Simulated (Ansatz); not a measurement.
`[SiH3][O][Al]([Cl])[Cl]` + `[GaH3]` → `[SiH3][O][Al]([Cl])[GaH2]` + HCl  (formal exchange of groups at the Al–Cl bond)

Calculated with Ansatz (gas phase, PBE0-D4/def2-TZVP geometries, no zero-point term in ΔE). CCSD(T)/CBS adds triple-zeta CCSD(T) − MP2 to the extrapolated MP2 energy (def2 sets, frozen cores). This one scheme is used for every species. DFT in def2-TZVPP. For Ga outer-core shells are correlated without core-valence functions, which leaves a few kJ/mol of doubt a bond. Scalar relativity is left out up to krypton. Each species was taken in one conformer, which may not be the lowest.

`[SiH3][O][Al]([Cl])[Cl]`:

```xyz
8

Si    0.998    0.395    1.064
O    -0.079   -0.035   -0.081
Al   -1.174   -0.464   -1.251
Cl   -3.196   -0.109   -0.972
Cl   -0.532   -1.362   -3.005
H     2.300    0.726    0.430
H     1.185   -0.732    2.013
H     0.498    1.582    1.803
```

`[GaH3]`:

Z-matrix (Å, degrees):
```
Ga
H 1 1.568
H 1 1.568 2 120.0
H 1 1.568 2 120.0 3 -179.9
```

`[SiH3][O][Al]([Cl])[GaH2]`:

Cartesian coordinates in Å:
```
Si -2.192 -0.324 0.821
O -0.704 -0.096 0.196
Al 0.529 0.166 -0.916
Cl -0.025 0.357 -2.940
Ga 2.925 0.325 -0.225
H -2.778 -1.590 0.307
H -3.086 0.807 0.456
H -2.095 -0.402 2.302
H 3.581 1.704 0.153
H 3.846 -0.949 -0.156
```

HCl:

Cartesian coordinates in Å:
```
Cl 0.480 0.412 0.095
H -0.480 -0.412 -0.095
```

CCSD(T)/CBS gives +120.3 kJ/mol.

Another level gave +127.2 kJ/mol. Which?
A. revPBE/def2-TZVPP
B. CCSD/def2-TZVPP
C. BHLYP-D4/def2-TZVPP
D. PBE0/def2-TZVPP

C. BHLYP-D4 127.2, revPBE 105.6, PBE0 113.7, CCSD/def2-TZVPP 121.9 kJ/mol.

Largest T1 diagnostic among the species: 0.013.

At CCSD(T), def2-SVP lies +9.2 kJ/mol from the extrapolated value and def2-TZVPP −0.6 kJ/mol. From PBE to PBE0 (25 % exact exchange), in def2-TZVPP and without D4, ΔE moves by +8.8 kJ/mol. Leaving LDA and LC-ωPBE aside and taking each functional with its dispersion term where it has one, the values, not all of them listed here, spread over 28.8 kJ/mol, from PBE-D4 to B97M-V.
